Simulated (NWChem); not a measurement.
System: C$_{3}$H$_{7}$O$_{2}$, doublet; SMILES COCC[O]

The following NWChem deck was run.

```
start job
memory heap 200 mb stack 900 mb global 1100 mb
geometry units angstroms noautoz
  C      0.573183     1.936249     0.173752
  O     -0.517300     1.212102    -0.308682
  C     -0.673207    -0.055514     0.253842
  C      0.247873    -1.102546    -0.384328
  O      0.133762    -2.338920     0.135211
  H      0.515427     2.085679     1.269909
  H      1.546571     1.456615    -0.050850
  H      0.562941     2.921142    -0.313644
  H     -1.717246    -0.359963     0.079985
  H     -0.506995    -0.049065     1.349470
  H      0.159203    -1.084653    -1.494781
  H      1.314410    -0.817823    -0.199103
end
basis spherical
  * library def2-svp
end
dft
  odft
  mult 2
  xc mn15
  iterations 150
  mulliken
end
task dft gradient
```

NWChem printed, in part:

```
             Northwest Computational Chemistry Package (NWChem) 7.3.0
             --------------------------------------------------------

 C1  symmetry detected

                             Geometry "geometry" -> ""
                             -------------------------

 Output coordinates in angstroms (scale by  1.889725989 to convert to a.u.)

  No.       Tag          Charge          X              Y              Z
 ---- ---------------- ---------- -------------- -------------- --------------
    1 C                    6.0000     0.58215201     1.94113237     0.17915573
    2 O                    8.0000    -0.50419077     1.21570812    -0.31064385
    3 C                    6.0000    -0.66875522    -0.04782415     0.25856202
    4 C                    6.0000     0.25748305    -1.10075523    -0.36219889
    5 O                    8.0000     0.13525235    -2.33340922     0.16428621
    6 H                    1.0000     0.51237476     2.09801850     1.27357025
    7 H                    1.0000     1.55710705     1.45826804    -0.03128131
    8 H                    1.0000     0.57920997     2.92274873    -0.31490361
    9 H                    1.0000    -1.71134083    -0.35157227     0.07502666
   10 H                    1.0000    -0.51483857    -0.03431821     1.35592066
   11 H                    1.0000     0.18131497    -1.09015743    -1.47367292
   12 H                    1.0000     1.32240098    -0.81669643    -0.16691174

 Effective nuclear repulsion energy (a.u.)     182.0251507508

                                 NWChem DFT Module
                                 -----------------

 Summary of "ao basis" -> "ao basis" (spherical)
 ------------------------------------------------------------------------------
       Tag                 Description            Shells   Functions and Types
 ---------------- ------------------------------  ------  ---------------------
 C                          def2-svp                 6       14   3s2p1d
 O                          def2-svp                 6       14   3s2p1d
 H                          def2-svp                 3        5   2s1p

            General Information
            -------------------
          SCF calculation type: DFT
          Wavefunction type:  spin polarized.
          No. of atoms     :    12
          No. of electrons :    41
           Alpha electrons :    21
            Beta electrons :    20
          Charge           :     0
          Spin multiplicity:     2
          Use of symmetry is: off; symmetry adaption is: off
          Maximum number of iterations: 150
          AO basis - number of functions:   105
                     number of shells:    51
          Convergence on energy requested:  1.00D-06
          Convergence on density requested:  1.00D-05
          Convergence on gradient requested:  5.00D-04

              XC Information
              --------------
                         MN15 Method XC Functional
                     Hartree-Fock (Exact) Exchange  0.440
                          MN15 Exchange Functional  1.000
                        MN15 Correlation Potential  1.000

             Grid Information
             ----------------
          Grid used for XC integration:  medium
          Radial quadrature: Mura-Knowles
          Angular quadrature: Lebedev.
          Tag              B.-S. Rad. Rad. Pts. Rad. Cut. Ang. Pts.
          ---              ---------- --------- --------- ---------
          C                   0.70       49          11.0       434
          O                   0.60       49          13.0       434
          H                   0.35       45          11.0       434
          Grid pruning is: on
          Number of quadrature shells:   560
          Spatial weights used:  Erf1

      Superposition of Atomic Density Guess
      -------------------------------------

 Sum of atomic energies:        -265.75169238

      Non-variational initial energy
      ------------------------------

 Total energy =    -268.288123
 1-e energy   =    -722.056276
 2-e energy   =     271.743003
 HOMO         =      -0.294431
 LUMO         =       0.113006

     ---------------------------------------------
      Total Density - Mulliken Population Analysis
     ---------------------------------------------

    Atom       Charge   Shell Charges
 -----------   ------   -------------------------------------------------------
    1 C    6     5.86   1.99  0.93  0.20  1.84  0.86  0.05
    2 O    8     8.42   1.99  1.09  0.68  2.84  1.80  0.01
    3 C    6     5.73   1.99  0.94  0.19  1.76  0.80  0.05
    4 C    6     5.72   1.99  0.94  0.19  1.77  0.77  0.06
    5 O    8     8.87   1.99  1.14  0.75  3.02  1.96  0.01
    6 H    1     0.92   0.68  0.22  0.02
    7 H    1     0.90   0.66  0.22  0.02
    8 H    1     0.92   0.69  0.21  0.02
    9 H    1     0.89   0.67  0.20  0.02
   10 H    1     0.94   0.69  0.23  0.02
   11 H    1     0.96   0.71  0.24  0.02
   12 H    1     0.85   0.63  0.21  0.02

     --------------------------------------------
      Spin Density - Mulliken Population Analysis
     --------------------------------------------

    Atom       Charge   Shell Charges
 -----------   ------   -------------------------------------------------------
    1 C    6     0.03   0.00  0.00  0.00  0.02  0.01  0.00
    2 O    8     0.18   0.00  0.00 -0.00  0.12  0.06  0.00
    3 C    6     0.11   0.00  0.00 -0.00  0.08  0.03  0.00
    4 C    6     0.15   0.00  0.00 -0.00  0.11  0.03  0.01
    5 O    8     0.29   0.00  0.00 -0.00  0.18  0.10  0.00
    6 H    1     0.02   0.01  0.01  0.00
    7 H    1     0.04   0.03  0.01  0.00
    8 H    1     0.00   0.00  0.00  0.00
    9 H    1     0.05   0.03  0.02  0.00
   10 H    1     0.00   0.00  0.00  0.00
   11 H    1     0.00   0.00 -0.00  0.00
   12 H    1     0.12   0.09  0.03  0.00

   convergence    iter        energy       DeltaE   RMS-Dens  Diis-err
 ---------------- ----- ----------------- --------- --------- ---------
 d= 0,ls=0.0,diis     1   -268.1392744024 -4.50D+02  1.16D-02  3.21D-01
                                                     1.14D-02  3.68D-01
 d= 0,ls=0.0,diis     2   -267.9986047898  1.41D-01  9.00D-03  8.81D-01
                                                     7.29D-03  6.84D-01
 d= 0,ls=0.0,diis     3   -268.3281825666 -3.30D-01  9.75D-04  3.91D-03
                                                     1.43D-03  6.85D-03
 d= 0,ls=0.0,diis     4   -268.3338944502 -5.71D-03  5.90D-04  6.35D-03
                                                     4.90D-04  4.54D-03
 d= 0,ls=0.0,diis     5   -268.3364851120 -2.59D-03  3.42D-04  8.64D-04
                                                     4.47D-04  6.29D-04
  Resetting Diis
 d= 0,ls=0.0,diis     6   -268.3372555355 -7.70D-04  2.11D-04  2.19D-04
                                                     2.75D-04  1.72D-04
 d= 0,ls=0.0,diis     7   -268.3375173792 -2.62D-04  5.23D-05  1.81D-05
                                                     1.67D-04  3.40D-05
 d= 0,ls=0.0,diis     8   -268.3376066974 -8.93D-05  2.60D-05  1.61D-05
                                                     7.84D-05  3.31D-05
 d= 0,ls=0.0,diis     9   -268.3376526003 -4.59D-05  2.22D-05  3.15D-06
                                                     1.82D-04  1.90D-05
 d= 0,ls=0.0,diis    10   -268.3377476071 -9.50D-05  2.28D-05  2.12D-06
                                                     2.37D-04  1.74D-05
 d= 0,ls=0.0,diis    11   -268.3378652596 -1.18D-04  7.26D-05  1.90D-06
                                                     7.48D-04  1.57D-05
 d= 0,ls=0.0,diis    12   -268.3382007292 -3.35D-04  9.80D-05  1.80D-06
                                                     9.59D-04  1.14D-05
 d= 0,ls=0.0,diis    13   -268.3385344422 -3.34D-04  8.17D-06  3.74D-06
                                                     2.58D-05  8.71D-06
 d= 0,ls=0.0,diis    14   -268.3385414711 -7.03D-06  1.71D-04  1.37D-06
                                                     1.62D-03  6.35D-06
 d= 0,ls=0.0,diis    15   -268.3388230155 -2.82D-04  2.00D-05  2.11D-05
                                                     6.51D-05  1.72D-05
 d= 0,ls=0.0,diis    16   -268.3388297564 -6.74D-06  4.24D-05  7.09D-06
                                                     4.36D-04  6.63D-06
 d= 0,ls=0.0,diis    17   -268.3388520994 -2.23D-05  1.68D-05  7.07D-06
                                                     5.08D-05  5.30D-06
 d= 0,ls=0.0,diis    18   -268.3388575235 -5.42D-06  1.06D-05  1.02D-06
                                                     1.07D-04  8.96D-07
 d= 0,ls=0.0,diis    19   -268.3388592455 -1.72D-06  4.61D-06  1.37D-07
                                                     1.62D-05  1.14D-07
 d= 0,ls=0.0,diis    20   -268.3388593730 -1.27D-07  1.94D-06  1.52D-08
                                                     4.62D-06  1.22D-08

         Total DFT energy =     -268.338859372972
      One electron energy =     -725.849827675723
           Coulomb energy =      311.141690612420
    Exchange-Corr. energy =      -35.655873060459
 Nuclear repulsion energy =      182.025150750790

 Numeric. integr. density =       40.999995105160

                    DFT Final Alpha Molecular Orbital Analysis
                    ------------------------------------------

 Vector   19  Occ=1.000000D+00  E=-3.518828D-01
              MO Center= -1.6D-01,  2.2D-01,  4.4D-02, r^2= 3.7D+00
   Bfn.  Coefficient  Atom+Function         Bfn.  Coefficient  Atom+Function
  ----- ------------  ---------------      ----- ------------  ---------------
    20      0.403205   2 O  pz               23      0.287099   2 O  pz
    60     -0.282739   5 O  px               63     -0.191950   5 O  px
    91     -0.190674  10 H  s               101      0.180332  12 H  s
    71     -0.160227   6 H  s                 6     -0.156109   1 C  pz
    32     -0.150930   3 C  px               86      0.140393   9 H  s

 Vector   20  Occ=1.000000D+00  E=-3.415470D-01
              MO Center=  1.7D-01, -1.4D+00, -1.9D-01, r^2= 2.7D+00
   Bfn.  Coefficient  Atom+Function         Bfn.  Coefficient  Atom+Function
  ----- ------------  ---------------      ----- ------------  ---------------
    62      0.464153   5 O  pz               65      0.323118   5 O  pz
    96      0.288155  11 H  s                48     -0.196226   4 C  pz
   101     -0.194435  12 H  s                61      0.181044   5 O  py
    97      0.175944  11 H  s                64      0.128710   5 O  py
    46     -0.123384   4 C  px              102     -0.123345  12 H  s

 Vector   21  Occ=1.000000D+00  E=-2.995903D-01
              MO Center= -1.4D-01,  2.2D-01, -4.5D-02, r^2= 3.3D+00
   Bfn.  Coefficient  Atom+Function         Bfn.  Coefficient  Atom+Function
  ----- ------------  ---------------      ----- ------------  ---------------
    18      0.299933   2 O  px               20     -0.288489   2 O  pz
    19     -0.217422   2 O  py               21      0.218131   2 O  px
    23     -0.209200   2 O  pz               60     -0.203732   5 O  px
    22     -0.191103   2 O  py               46      0.173607   4 C  px
    76     -0.172673   7 H  s                62      0.169284   5 O  pz

 Vector   22  Occ=0.000000D+00  E= 9.025210D-02
              MO Center=  1.0D+00,  6.2D-01,  2.7D-01, r^2= 5.3D+00
   Bfn.  Coefficient  Atom+Function         Bfn.  Coefficient  Atom+Function
  ----- ------------  ---------------      ----- ------------  ---------------
     3      1.411736   1 C  s               102     -1.026257  12 H  s
    45      0.943940   4 C  s                77     -0.897159   7 H  s
    72     -0.651811   6 H  s                92     -0.649447  10 H  s
    31      0.561930   3 C  s                82     -0.564306   8 H  s
    49      0.515101   4 C  px                7      0.422584   1 C  px

 Vector   23  Occ=0.000000D+00  E= 1.205426D-01
              MO Center=  3.1D-01,  7.6D-02,  1.7D-01, r^2= 5.7D+00
   Bfn.  Coefficient  Atom+Function         Bfn.  Coefficient  Atom+Function
  ----- ------------  ---------------      ----- ------------  ---------------
    45      1.561982   4 C  s                31     -1.194510   3 C  s
   102     -1.007680  12 H  s                72      0.744614   6 H  s
    97     -0.711719  11 H  s                92      0.691901  10 H  s
    50      0.625250   4 C  py               36      0.571228   3 C  py
    17     -0.509024   2 O  s                87      0.433082   9 H  s

 Vector   24  Occ=0.000000D+00  E= 1.361271D-01
              MO Center= -7.2D-01, -3.6D-01, -5.7D-01, r^2= 5.6D+00
   Bfn.  Coefficient  Atom+Function         Bfn.  Coefficient  Atom+Function
  ----- ------------  ---------------      ----- ------------  ---------------
    87      1.432226   9 H  s                97      1.257777  11 H  s
    31     -0.927023   3 C  s                51      0.678242   4 C  pz
    35      0.658908   3 C  px               45     -0.580234   4 C  s
     3      0.547411   1 C  s                72     -0.492579   6 H  s
    77     -0.453715   7 H  s                82      0.295155   8 H  s

                     DFT Final Beta Molecular Orbital Analysis
                     -----------------------------------------

 Vector   18  Occ=1.000000D+00  E=-3.625061D-01
              MO Center= -3.9D-01,  7.6D-01, -5.2D-02, r^2= 2.7D+00
   Bfn.  Coefficient  Atom+Function         Bfn.  Coefficient  Atom+Function
  ----- ------------  ---------------      ----- ------------  ---------------
    18      0.291252   2 O  px               20      0.287069   2 O  pz
    34     -0.209014   3 C  pz               91     -0.207780  10 H  s
    23      0.203226   2 O  pz               21      0.201492   2 O  px
    86      0.202239   9 H  s                17     -0.178876   2 O  s
     4     -0.176470   1 C  px               19     -0.147621   2 O  py

 Vector   19  Occ=1.000000D+00  E=-3.354109D-01
              MO Center= -1.6D-02, -1.8D-01, -6.6D-03, r^2= 4.3D+00
   Bfn.  Coefficient  Atom+Function         Bfn.  Coefficient  Atom+Function
  ----- ------------  ---------------      ----- ------------  ---------------
    20      0.367890   2 O  pz               62      0.335863   5 O  pz
    23      0.267704   2 O  pz               65      0.232594   5 O  pz
    60     -0.213093   5 O  px               31     -0.190712   3 C  s
    18     -0.188169   2 O  px               71     -0.177950   6 H  s
    45      0.161869   4 C  s                63     -0.146772   5 O  px

[...]

                         DFT ENERGY GRADIENTS

    atom               coordinates                        gradient
                 x          y          z           x          y          z
   1 C       1.100108   3.668208   0.338555   -0.000570  -0.001810   0.000594
   2 O      -0.952782   2.297355  -0.587032   -0.000756   0.000931  -0.000103
   3 C      -1.263764  -0.090375   0.488611    0.002802   0.000840   0.000164
   4 C       0.486572  -2.080126  -0.684457   -0.001808  -0.004433   0.002496
   5 O       0.255590  -4.409504   0.310456    0.001056   0.003913  -0.001702
   6 H       0.968248   3.964680   2.406699    0.000097   0.000391   0.000514
   7 H       2.942506   2.755727  -0.059113    0.000602   0.000139  -0.000151
   8 H       1.094548   5.523194  -0.595082   -0.000747   0.000327  -0.000764
   9 H      -3.233965  -0.664375   0.141780   -0.000644   0.000611  -0.000532
  10 H      -0.972904  -0.064852   2.562319   -0.000403  -0.000311   0.000268
  11 H       0.342636  -2.060099  -2.784838    0.000036  -0.000019  -0.001125
  12 H       2.498975  -1.543332  -0.315417    0.000336  -0.000580   0.000341
```

Level: MN15/def2-SVP, spin-unrestricted. Coordinates come from a PBE0/def2-SVP, spin-unrestricted optimisation. Not confirmed as a minimum by frequencies. No stability test was run on the SCF state.
